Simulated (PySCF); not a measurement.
Two species compared at the same levels of theory.

First species: C3H6O2Si.
SMILES: `O=C1CC[SiH2]O1`

Second species: C3H7NOSi.
InChI=1S/C3H7NOSi/c1-4-2-6-3-5/h3H,1-2,6H2

Levels: CAM-B3LYP/def2-SVPD for HOMO energy, LUMO energy, HOMO–LUMO gap and static isotropic polarisability; TDDFT CAM-B3LYP/def2-SVPD for lowest singlet excitation; TDA CAM-B3LYP/def2-SVPD for lowest triplet excitation (Tamm–Dancoff). Geometries: GFN2-xTB. Each structure is a single optimised conformer of the isolated species, non-relativistic unless stated. Electronic properties by PySCF.

Dipoles, sizes and rotational constants follow the conformer. The torsions of the flexible species, by atom-mapped SMILES:
- `[CH2:1]=[N:2][CH2:3][SiH2:4][CH:5]=[O:6]`: C1–N2–C3–Si4 113°, N2–C3–Si4–C5 54°, C3–Si4–C5–O6 145°

The conformers of `O=C1CC[SiH2]O1` aren't listed.

```tsv
property	column X	column Y
HOMO energy	-8.27 eV	-9.40 eV
LUMO energy	-0.35 eV	0.60 eV
HOMO–LUMO gap	7.92 eV	10.00 eV
lowest singlet excitation	3.18 eV	5.74 eV
lowest triplet excitation (Tamm–Dancoff)	2.50 eV	5.23 eV
static isotropic polarisability	74.7 au	62.6 au
```

Task: Which column belongs to which species?

Result: Column X is the second species and column Y the first. The first has 12 atoms and 54 electrons, the second 13 and 54.

Task: How does each property change from the first species to the second?

Result: HOMO energy +1.13 eV; LUMO energy -0.95 eV; HOMO–LUMO gap -2.08 eV; lowest singlet excitation -2.56 eV; lowest triplet excitation (Tamm–Dancoff) -2.73 eV; static isotropic polarisability +12.1 au.

On the first: The vertical singlet–triplet gap S1 − T1 is 0.51 eV (TDDFT singlet less Tamm–Dancoff triplet). S1 lies 4.26 eV below the HOMO–LUMO gap.

On the second: The principal polarisabilities are 58.4, 71.3 and 94.5 au; their mean is the isotropic value. The vertical singlet–triplet gap S1 − T1 is 0.68 eV (TDDFT singlet less Tamm–Dancoff triplet; S1: HOMO→LUMO, weight 0.88; T1: HOMO→LUMO, weight 0.86).
